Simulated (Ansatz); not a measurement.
```yaml
crystal:
  periodic: [false, false, false]
  atoms:
    - {symbol: N, position_ang: [0.173456, 1.429012, -0.182015]}
    - {symbol: W, position_ang: [0.179642, -0.508611, -0.228936]}
    - {symbol: O, position_ang: [1.616784, -1.047502, 0.519351]}
    - {symbol: O, position_ang: [0.109344, -0.993831, -1.864874]}
    - {symbol: O, position_ang: [-1.323393, -1.213716, 0.675664]}
    - {symbol: H, position_ang: [0.703611, 1.973148, 0.481502]}
    - {symbol: H, position_ang: [-0.178239, 2.001270, -0.934681]}
    - {symbol: H, position_ang: [-1.281215, -1.639769, 1.533998]}
basis:
  gaussian: {orbitals: def2-SVP}
hamiltonian: {xc: {name: HF}}
correlation: {method: mp2, frozen_orbitals: {N: 9}}
```

```sh
$ ansatz run in.yaml --threads 4 --pin off --events-out ev --progress --plain --max-ram 10444MiB
```

It prints (some lines left out):

```
Functional definition: HF
Error: "frozen_orbitals" has no count for W
```

(1) Something in this input is off. What?

Answers

(1) Frozen orbitals are typed for one element alone, and the program wants a count for each. The input was rejected before any iteration.
